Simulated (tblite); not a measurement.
Species: CH3O2Si (doublet state).
SMILES with atom numbers: `[O:1]=[C:2][O:3][SiH3:4]` (hydrogens: H5, H6, H7 on Si4)

Structure optimised with GFN2-xTB, isolated species. This method treats the open shell by occupation alone, without spin polarisation.

Task: What internal coordinates does the optimisation give?

Result: 
```json
{"bond": "O1=C2", "length (Å)": "1.194"}
{"bond": "C2–O3", "length (Å)": "1.276"}
{"bond": "O3–Si4", "length (Å)": "1.693"}
{"bond": "Si4–H5, Si4–H6, Si4–H7", "length (Å)": "1.456"}
```

Bonds in one row agree within 0.01 Å and their mean is given. A selection of angles:
```json
{"angle": "O1–C2–O3", "degrees": "134.2"}
{"angle": "C2–O3–Si4", "degrees": "134.3"}
{"angle": "O3–Si4–H5", "degrees": "107.6"}
{"angle": "O3–Si4–H6", "degrees": "97.5"}
{"angle": "H5–Si4–H6", "degrees": "115.1"}
{"angle": "H5–Si4–H7", "degrees": "112.3"}
```

Torsions: O1–C2–O3–Si4 0° (synperiplanar).

C2 (carbon bonded to 2 O) is bent (angle 134.2°). Si4 (silicon bonded to O and 3 H) is distorted tetrahedral (angles from 97.5° to 115.1°). O3 (oxygen bonded to C and Si) is bent (angle 134.3°). The 4 heavy atoms lie in one plane (0.000 Å rms). The C–O distances run from 1.194 Å (O1=C2, drawn double) to 1.276 Å (C2–O3, drawn single), a spread of 0.082 Å.

Point group: Cs (tolerance 0.08 Å). Its GFN2-xTB frequencies are all real (lowest 36 cm⁻¹).

Time: 0.12 s. Hardware: one thread, Arm Neoverse V1 (aarch64), shared host with 64 logical CPUs at a one-minute load of 29. That covers the optimisation of the geometry.

One conformer stands for the species.

All values are computed, not measured.
